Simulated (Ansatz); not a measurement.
Gas-phase electronic energies from Ansatz, PBE0-D4/def2-TZVP geometries. CCSD(T)/CBS is the MP2 limit (def2-TZVPP, def2-QZVPP) plus CCSD(T) − MP2 in def2-TZVPP, frozen cores. DFT in def2-TZVPP. B3LYP here is the variant with VWN-RPA as its local correlation; programs differ in this. For Br, Ga outer-core shells are correlated without core-valence functions, which leaves a few kJ/mol of doubt a bond. Scalar relativity is left out up to krypton. Each species was taken in one conformer, which may not be the lowest.

Reaction (redistribution): `CC(C)[Si]Cl` + `[OH][Ga]([OH])[Br]` → `Cl[Si]Br` + `C[CH](C)[Ga]([OH])[OH]`

```tsv
level	ΔE (kJ/mol)	difference from CCSD(T)/CBS
PBE-D4	-15.3	-5.2
r2SCAN-D4	-7.6	2.5
PBE0-D4	-5.6	4.5
B3LYP-D4	-9.8	0.3
ωB97X-V	-0.2	9.9
ωB97M-V	-5.7	4.4
B2PLYP	-7.2	2.9
PBE	-17.2	-7.1
r2SCAN	-7.9	2.2
PBE0	-7.2	2.9
B3LYP	-13.1	-3.0
HF/def2-TZVPP	15.4	25.5
MP2/def2-TZVPP	-1.3	8.8
SCS-MP2/def2-TZVPP	0.2	10.3
CCSD/def2-TZVPP	2.6	12.7
CCSD(T)/def2-TZVPP	0.4	10.5
HF/def2-QZVPP	15.1	25.2
MP2/def2-QZVPP	-7.3	2.8
SCS-MP2/def2-QZVPP	-4.8	5.3
HF/CBS(def2)	15.1	25.2
MP2/CBS(def2)	-11.7	-1.6
CCSD/CBS(def2)	-7.8	2.3
CCSD(T)/CBS	-10.1	0
```

Largest T1 diagnostic among the species: 0.013.

From PBE to PBE0 (25 % exact exchange), in def2-TZVPP and without D4, ΔE moves by +10.0 kJ/mol. In def2-TZVPP, CCSD(T) changes the Hartree–Fock value by −15.0 kJ/mol (the triples alone add −2.2 kJ/mol) and MP2 by −16.6 kJ/mol. The D4 term adds +3.3 kJ/mol with B3LYP and +1.7 kJ/mol with PBE0; it sums over pairs of atoms, weighted by their polarisabilities, and B3LYP, whose exchange is more repulsive, gets the larger term.
